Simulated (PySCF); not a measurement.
# Bond lengths and vibrations by method: BGeH3NO anion

These are calculations, not measurements. They come from PySCF 2.14.0, an open-source quantum chemistry program, on an isolated molecule that a program drew, which may never have been made. The molecule is BGeH3NO anion (charge -1, singlet), drawn as the SMILES string `O=B[NH][GeH2-]`.

The geometry was optimised and harmonic frequencies were computed with HF and MP2, all in the aug-cc-pVDZ basis, for the commonest isotopes, with a restricted reference for singlets and an unrestricted one otherwise, and a frozen core in MP2. Germanium has the aug-cc-pVDZ-PP basis, with a core potential (ECP10MDF) in place of its 10 inner electrons, and its 3s, 3p and 3d shells are frozen in MP2. Each result is a local minimum of its method.

Geometry at the HF minimum:
```xyz
7
BGeH3NO anion, angstrom
O    -2.9044    0.0534    0.5194
B    -1.8056   -0.3855    0.2251
N    -0.5832   -0.8823   -0.0950
Ge    0.7882   -0.2554   -1.4497
H    -0.2945   -1.6926    0.4116
H    -0.2446   -0.0791   -2.6612
H     0.7382    1.2901   -1.0326
```

Lengths of the bonds as drawn, in Å (atoms numbered as above):
```
bond,HF,MP2
O1-B2,1.219,1.253
B2-N3,1.358,1.378
N3-Ge4,2.027,2.046
N3-H5,0.998,1.015
Ge4-H6,1.602,1.609
Ge4-H7,1.602,1.609
```

Rotational constants, in GHz:
| constant | HF | MP2 |
|---|---|---|
| A | 26.91 | 25.04 |
| B | 1.697 | 1.676 |
| C | 1.625 | 1.598 |

Harmonic frequencies in cm^-1, each column in rising order, so a row needn't be the same motion in every method:
| rank | HF | MP2 |
|---|---|---|
| 1 | 76 | 69 |
| 2 | 133 | 119 |
| 3 | 249 | ? |
| 4 | 372 | 365 |
| 5 | 601 | 532 |
| 6 | 613 | 555 |
| 7 | 725 | 677 |
| 8 | 809 | 742 |
| 9 | 974 | 919 |
| 10 | 1077 | 1001 |
| 11 | 1234 | 1122 |
| 12 | 1842 | 1822 |
| 13 | 1865 | 1830 |
| 14 | 2050 | 1902 |
| 15 | 3836 | 3644 |

**Estimate the missing MP2 frequency from the HF column.**

A single factor s that minimises the squared misfit of MP2 against s times HF over the other rows is sum(HF x MP2) / sum(HF^2) = 0.9496, with an rms misfit of 35 cm^-1. For rank 3 it gives 0.9496 x 249 = 236 cm^-1. The calculation gives 191 cm^-1, 45 cm^-1 below the estimate. The drawn bonds are on average 1.3 % longer in MP2 than in HF.
